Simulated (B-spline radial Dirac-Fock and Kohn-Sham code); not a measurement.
**Ga³⁺: eigenvalues, ΔSCF and the reference**

System: the Ga³⁺ ion, configuration [Ar] 3d9 4p1 (not the ground configuration).

The density-functional columns are spherical, spin-unpolarised Dirac-Kohn-Sham results without Breit or QED terms: −ε is minus the orbital energy of the initial state and ΔSCF the difference of two total energies. The reference in the last column comes from ΔSCF Dirac-Fock with Breit, self-energy and vacuum polarisation, finite nucleus, configuration average. All numbers are from a radial finite-basis atomic code, in eV; a selection of levels is shown. The Kohn-Sham columns are given as differences from the reference. For the 1s level of heavy atoms much of the gap between ΔSCF and the reference is the Breit and QED part, -20.2 eV here; for other levels the error of the functional can be larger.

| level | LDA −ε − DF | LDA ΔSCF − DF | Dirac-Fock |
| --- | --- | --- | --- |
| K | -172.7 | +18.8 | 10426.4 |
| L1 | -58.6 | -26.8 | 1364.5 |
| L2 | -40.4 | -1.7 | 1203.0 |
| L3 | -40.9 | -3.1 | 1175.9 |
| M1 | -26.2 | -13.3 | 218.4 |
| M2 | -19.3 | -6.6 | 165.0 |
| M3 | -19.4 | -6.7 | 161.3 |
| M4,5 | -9.2 | +2.7 | 72.15 |
| N2,3 | -3.2 | +1.5 | 33.91 |

Values without a named source are computed, but for edge energies of neutral atoms, which are taken from tables.
